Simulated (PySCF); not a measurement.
A run for PySCF: R-M06-2X/6-31G* on C2H7Al (SMILES C[CH2][AlH2]), a point of a torsion scan.

```python
from pyscf import gto, scf, dft, mp
from pyscf.data.elements import chemcore

mol = gto.M(
    atom='''
    C    -0.95923145   -0.25012103    0.64407549
    C    -0.44952094    0.33805972   -0.68755754
    Al   -1.63956214    1.90105970   -1.06734354
    H    -2.00014922   -0.56435902    0.54891932
    H    -0.36920078   -1.10994435    0.96073240
    H    -0.92030428    0.50240121    1.43388665
    H     0.61469987    0.59445951   -0.57973900
    H    -0.47035073   -0.44803487   -1.45640642
    H    -1.57831501    2.84214966   -2.29752614
    H    -2.76085666    2.24648129   -0.04963201
    ''',
    basis='6-31g*',
    cart=True,
    charge=0, spin=0, verbose=3, max_memory=1800)
mf = dft.RKS(mol, xc='m062x')
mf.conv_tol = 1e-8
mf.max_cycle = 100
mf.kernel()
if not mf.converged:
    mf = mf.newton().run(mf.mo_coeff, mf.mo_occ)
```

Output:

```
converged SCF energy = -322.734199481769
```

The calculation finished and met its thresholds.

Cost: very roughly 70 core-seconds.
